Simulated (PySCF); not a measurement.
Which level of theory gave which numbers?

Compound: C2H9NSi3.
Structure used (PBE0-D3(BJ)/def2-SVP), in Å, numbered top down from 1:
```
atom  x, y, z in Å
C1     3.1747   -1.1059    0.2808
C2     2.3117   -0.2603    0.1318
Si3    0.9741    0.9835   -0.0813
N4    -0.5901    0.2088   -0.1821
Si5   -1.1994   -0.6333    1.2390
Si6   -1.4475    0.0394   -1.7056
H7     3.9387   -1.8517    0.4134
H8     1.0243    1.9060    1.0888
H9     1.2139    1.7332   -1.3463
H10   -1.1836   -2.1165    1.0511
H11   -2.6066   -0.2171    1.5194
H12   -0.3212   -0.2751    2.3917
H13   -1.1306   -1.2487   -2.3975
H14   -2.9156    0.0609   -1.4260
H15   -1.0789    1.1696   -2.6070
```

The closed-shell ground state was solved 4 times with PySCF (density fitting, gas phase), always in the pcSseg-1 basis (168 functions), with these functionals: B3LYP, HF, PBE and PBE0.

| row | total energy (Eh) | HOMO (eV) | LUMO (eV) | dipole (D) |
| --- | --- | --- | --- | --- |
| P | -1004.2620 | -7.73 | -0.63 | 0.50 |
| Q | -1004.1685 | -6.43 | -1.51 | 0.47 |
| R | -1002.1626 | -10.79 | 2.88 | 0.59 |
| S | -1004.8785 | -7.48 | -0.76 | 0.48 |

**Question.** Which functional belongs to which row?

**Answer.** P = PBE0, Q = PBE, R = HF, S = B3LYP. By rising HOMO–LUMO gap: PBE (GGA) 4.92 eV; B3LYP (global hybrid, 20 % exact exchange) 6.72 eV; PBE0 (global hybrid, 25 % exact exchange) 7.10 eV; HF (all exact exchange) 13.67 eV. Total energies of different functionals aren't bounds to one another; each is stationary for its own functional.

One conformer stands for the species.
